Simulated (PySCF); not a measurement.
**Which orbitals make which state**

Compound: C5H9FO.
Numbering: `[CH3:1][CH2:2][C@H:3]([CH3:4])[C:5](=[O:6])[F:7]` (hydrogens: H8, H9, H10 on C1; H11, H12 on C2; H13 on C3; H14, H15, H16 on C4)

Method used: TDDFT CAM-B3LYP/def2-SVPD, vertical, gas phase, core orbitals frozen in the response (PySCF). Geometry: GFN2-xTB, one conformer, isolated molecule. Torsions of this conformer, `[CH3:1][CH2:2][C@H:3]([CH3:4])[C:5](=[O:6])[F:7]`: C1–C2–C3–C4 -178°, C2–C3–C5–O6 -123°.

Orbital energies (eV): HOMO-3 -11.83, HOMO-2 -11.47, HOMO-1 -11.22, HOMO -10.28, LUMO 0.70, LUMO+1 1.16, LUMO+2 1.75.

Task: Among the lowest singlets, which states do these configurations lead, and at what energies: HOMO-1→LUMO+1, HOMO→LUMO, HOMO-1→LUMO?

Result: 

```
state  leading configuration  weight  Δε (eV)  E (eV)  E − Δε (eV)       f  other configurations
   S1              HOMO→LUMO    0.91    10.98    5.97        -5.01  0.0037                     –
   S2            HOMO-1→LUMO    0.67    11.93    8.51        -3.42   0.048           H→L+1 (19%)
   S7          HOMO-1→LUMO+1    0.64    12.39    9.36        -3.03   0.023           H→L+4 (13%)
```

E − Δε runs from -5.01 to -3.03 eV. Among themselves, these states come in the order of their orbital differences. Δε is the difference of the two orbital energies.

H and L stand for HOMO and LUMO. The other states: S3 8.59 eV, f 0.0096, H→L+1 (49%), H-1→L (15%), H-2→L (10%); S4 8.66 eV, f 0.016, H-2→L (40%), H-4→L (13%), H-5→L (12%); S5 8.83 eV, f 0.025, H-2→L (27%), H-6→L (22%), H-3→L (20%); S6 9.24 eV, f 0.013, H-3→L (46%), H-2→L (16%), H-4→L (14%); S8 9.42 eV, f 0.076, H-5→L (24%), H-1→L+1 (19%), H→L+4 (18%).

Task: Which computed triplets share their leading configuration (75% or more) with a singlet, and how far apart are the partners?

Result: 

```tsv
configuration	triplet	E(T) (eV)	singlet	E(S) (eV)	E(S) − E(T) (eV)
HOMO→LUMO	T1	5.38	S1	5.97	+0.59
```

The 3 triplets are Tamm–Dancoff values, the singlets full response.

Summed over the main configurations (up to three a state, each over 8%) of all 8 singlets, the electron leaves HOMO with weight 1.91, HOMO-1 with weight 1.64, HOMO-2 with weight 0.92 and HOMO-3 with weight 0.66.
